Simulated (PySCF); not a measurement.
Species: trans-Hf(NH3)2Cl4 (singlet state).
Structure used (PBE0-D3(BJ)/def2-SVP), in Å, numbered top down from 1:
```
atom  x, y, z in Å
Hf1    0.0247   -0.0205    0.0019
N2    -0.0218   -0.0291    2.3299
H3    -0.4630    0.8205    2.6875
H4     0.9241   -0.0684    2.7156
H5    -0.5400   -0.8280    2.7002
N6     0.0136    0.0319   -2.3261
H7     0.4968    0.8554   -2.6898
H8    -0.9499    0.0667   -2.6660
H9     0.4525   -0.7963   -2.7327
Cl10   2.4393   -0.0601    0.0383
Cl11  -2.3946    0.0134    0.0010
Cl12   0.0607    2.3977    0.0164
Cl13  -0.0116   -2.4352   -0.0539
```

Computed with PySCF 2.14.0, PBE0-D3(BJ)/def2-SVP geometry optimisation, gas phase, def2 core potentials past Kr.

(1) Which atoms are bound to Hf1, and at what distances?

(2) List the angles at Hf1.

(3) What is the shape at Hf1?

(4) What are the other bond lengths?

Results:

(1) 6 atoms: N2 2.328 Å, N6 2.329 Å, Cl10 2.415 Å, Cl13 2.416 Å, Cl12 2.419 Å, Cl11 2.420 Å. The nearest atom not counted as bound is H8, at 2.84 Å.

(2) 
| angle | degrees | distance of the outer atoms (Å) |
| --- | --- | --- |
| Cl10–Hf1–Cl11 | 179.1 | 4.83 |
| Cl12–Hf1–Cl13 | 179.0 | 4.83 |
| N2–Hf1–N6 | 178.2 | 4.66 |
| N6–Hf1–Cl10 | 91.2 | 3.39 |
| N2–Hf1–Cl13 | 91.1 | 3.39 |
| N2–Hf1–Cl10 | 90.3 | 3.36 |
| Cl10–Hf1–Cl12 | 90.1 | 3.42 |
| Cl11–Hf1–Cl12 | 90.0 | 3.42 |
| N6–Hf1–Cl13 | 90.0 | 3.35 |
| Cl10–Hf1–Cl13 | 89.9 | 3.41 |
| Cl11–Hf1–Cl13 | 89.9 | 3.42 |
| N2–Hf1–Cl12 | 89.9 | 3.35 |
| N6–Hf1–Cl11 | 89.7 | 3.35 |
| N6–Hf1–Cl12 | 89.1 | 3.33 |
| N2–Hf1–Cl11 | 88.9 | 3.33 |

(3) Octahedral: the three widest angles are 179.1°, 179.0° and 178.2°, the others run from 88.9° to 91.2°.

(4) N2–H3 and 5 like bonds 1.022 Å.

Point group: near C2h, missed by 0.11 Å at most; the miss may be what the optimiser left on a soft mode. Charge 0, singlet. Whether it is a minimum is left open (no frequencies).
